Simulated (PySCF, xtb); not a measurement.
chloro(ethenylsilyl)silane (C2H7ClSi2), SMILES C=C[SiH2][SiH2]Cl.

GFN2-xTB (xtb) at its own geometry gives an orbital gap of 3.79 eV and a dipole moment of 1.99 D.

The structure is a stationary point at TPSSh-D3(BJ)/def2-SVP. Other conformers were not sampled.

Task: What does PBE/def2-TZVP (PySCF) give? (An estimate is asked for; the answer gives what the named calculation found.)

Result: gap 4.57 eV (levels -6.56 and -2.00 eV), dipole 2.23 D.
